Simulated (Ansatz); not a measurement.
```yaml
atoms:
  - { symbol: N, position_ang: [0.0000, 0.0000, 0.0000] }
  - { symbol: Cr, position_ang: [0.0000, 1.5000, 1.0000] }
  - { symbol: Mn, position_ang: [0.0000, -1.5000, 1.0000] }
```

Basis set: pcseg-2. Charge 0. Computed with Ansatz (development build ahead of 0.2.0); the lowest solution found for each multiplicity.

Question: How do the multiplicities compare at this shape? Give, from the lowest of each method, PBE0 (unrestricted) for 3, 5.

Answer:

| method | multiplicity | E (eV) | <S²> |
| --- | --- | --- | --- |
| PBE0, unrestricted | 3 | 0.000 | 6.26 |
| PBE0, unrestricted | 5 | 1.202 | 8.81 |

Caution for PBE0, unrestricted: the unrestricted determinant is a mixture of spin states.
